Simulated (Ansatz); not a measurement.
Z-matrix (Å, degrees):
```
Al
O 1 1.903
C 1 2.424 2 31.2
C 1 1.945 2 111.9 3 -110.0
S 1 2.381 2 72.6 3 -0.3
H 1 1.583 2 109.5 3 107.0
S 3 1.735 1 171.9 2 3.9
H 4 1.095 1 111.1 2 -79.6
H 4 1.095 1 111.1 2 161.5
H 4 1.093 1 112.1 2 41.2
H 7 1.345 3 94.7 1 -3.4
```

The species carries charge 0 and has multiplicity 1. The bonds changed during the relaxation, so this is another structure than the one it started from.

Q: List the PBE/def2-TZVPP orbital energies in eV (the Gaussian-basis code of Ansatz). (Estimate.)

A: The calculation gave: Occupied: -2397.16, -2395.99, -1506.38, -511.52, -273.26, -268.05, -210.11, -208.96, -156.28, -156.15, -156.02, -155.12, -154.96, -154.94, -106.62, -68.67, -68.59, -68.46, -27.58, -20.60, -18.94, -16.52, -14.37, -12.64, -11.87, -11.41, -9.96, -9.43, -9.40, -9.30, -7.70, -7.63, -7.00, -6.88, -6.44. Lowest empty: -2.64, -1.51, -0.58, -0.23, 0.24, 0.38, 1.26, 2.14.
